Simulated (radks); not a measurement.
Species: S I. Configuration: [Ne] 3s1.5 3p4.5 (fractional occupations, a model configuration). Method: Dirac Kohn-Sham, PBEsol, spin-unpolarised, spherical densities, point nucleus; open shells are shared between the two j in proportion to 2j + 1; computed with a radial shooting solver on a logarithmic mesh with Libxc functionals.

Unscreened Slater integrals over Kohn-Sham orbitals (eV). Large and small components are both included.

integral,value
"F0(3p3/2,3p3/2)",12.045
"F2(3p3/2,3p3/2)",5.9496
"F0(3p3/2,3p1/2)",12.073
"G2(3p3/2,3p1/2)",5.9629
"F0(3p3/2,3s1/2)",13.138
"G1(3p3/2,3s1/2)",8.4979
"F0(3p3/2,2p3/2)",16.675
"F2(3p3/2,2p3/2)",2.5590
"G0(3p3/2,2p3/2)",1.0023
"G2(3p3/2,2p3/2)",0.99091
"F0(3p1/2,3p1/2)",12.101
"F0(3p1/2,3s1/2)",13.174
"G1(3p1/2,3s1/2)",8.5352
"F0(3p1/2,2p3/2)",16.747
"G2(3p1/2,2p3/2)",0.99403
"F0(3s1/2,3s1/2)",14.555
"F0(3s1/2,2p3/2)",19.480
"G1(3s1/2,2p3/2)",1.3743
"F0(2p3/2,2p3/2)",56.320
"F2(2p3/2,2p3/2)",26.044
